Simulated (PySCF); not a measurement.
F3H3SiSn. Atoms are numbered in the order given.

```xyz
8

F      1.5188    -0.8769    -1.0630
Sn     0.0000     0.0000    -0.2461
F      0.0000     1.7538    -1.0630
F     -1.5188    -0.8769    -1.0630
Si     0.0000     0.0000     2.3375
H      1.2321     0.7114     2.7605
H      0.0000    -1.4227     2.7605
H     -1.2321     0.7114     2.7605
```
Charge 0, spin multiplicity 1.

Geometry: B3LYP-D3(BJ)/def2-SVP. The structure was generated by enumeration; whether it is a known compound was not checked. The def2 effective core potentials stand for the cores of Sn; spin–orbit coupling is left out.

Calculation: PySCF with PBE/def2-TZVP.

ESP charges are fitted to the potential on shells at 1.4 to 2.0 van der Waals radii. Atomic charges (e):

```json
[
 {"atom": "F1", "Mulliken": "-0.43", "ESP fit": "(withheld)"},
 {"atom": "Sn2", "Mulliken": "1.25", "ESP fit": "(withheld)"},
 {"atom": "F3", "Mulliken": "-0.43", "ESP fit": "(withheld)"},
 {"atom": "F4", "Mulliken": "-0.43", "ESP fit": "(withheld)"},
 {"atom": "Si5", "Mulliken": "-0.06", "ESP fit": "(withheld)"},
 {"atom": "H6", "Mulliken": "0.03", "ESP fit": "(withheld)"},
 {"atom": "H7", "Mulliken": "0.03", "ESP fit": "(withheld)"},
 {"atom": "H8", "Mulliken": "0.03", "ESP fit": "(withheld)"}
]
```

Task: Fill in the missing entries. (Estimate from the structure and the level; the computed values follow.)

Result: 
- F1, ESP fit: -0.32
- Sn2, ESP fit: 0.83
- F3, ESP fit: -0.32
- F4, ESP fit: -0.32
- Si5, ESP fit: -0.05
- H6, ESP fit: 0.05
- H7, ESP fit: 0.06
- H8, ESP fit: 0.05
